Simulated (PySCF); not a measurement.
## NdCl3(H2O) at several levels of theory

Computed with PySCF 2.14.0 (density fitting, no spin-orbit coupling) at the geometry relaxed with PBE0:

```xyz
7
NdCl3(H2O) (singlet in the valence; each metal's 4f electrons, 3 of them, lie in its core potential, out of spins and levels)
Nd   -0.0653   -0.0706    0.0706
Cl    1.0234    1.9622    1.1716
Cl   -1.7372   -1.4289    1.4289
Cl    1.0234   -1.1716   -1.9622
O    -1.4147    1.3784   -1.3784
H    -1.5258    2.3262   -1.2261
H    -1.5258    1.2261   -2.3262
```

```
level                                                           basis    state  HOMO (eV)  gap (eV)  charge on Nd1 (e)  population of f-type functions on Nd1 (polarisation alone where 4f lies in the core)  dipole about the centre of mass (D)  largest force component (eV/Å)
 PBE0  Nd lcecp-1-SVP with ECP49, Cl def2-SVP, O def2-SVP, H def2-SVP  singlet      -8.39      6.88               0.89                                                                                  0.06                                 5.48                            0.01
```

In the lcecp rows the 4f levels are missing from HOMO and gap, and the state counts the valence alone.

Charges are Mulliken's, which hang on the basis. The relaxation used the grid (50, 194), these runs (75, 302) or, all-electron (x2c bases, spin-free X2C Hamiltonian), (99, 590).

**Question.** A further run in the first row's basis gives HOMO (eV) -6.94, gap (eV) 4.81, charge on Nd1 (e) 0.76, population of f-type functions on Nd1 (polarisation alone where 4f lies in the core) 0.06, dipole about the centre of mass (D) 5.38, largest force component (eV/Å) 0.50. Which level was it?
A. revPBE
B. TPSSh

**Answer.** A. The others give HOMO -7.68 eV (TPSSh).

In the first row's basis the gap widens with exact exchange: 4.8 eV for revPBE (none); 5.9 to 6.9 eV for TPSSh, PBE0 (a fixed share).

A frequency check found unstable modes (1, the lowest at -36 cm⁻¹), so the relaxed geometry is a saddle point, or these are noise. An lcecp potential fixes the number of 4f electrons, so in runs with it no electron can move into or out of that shell.
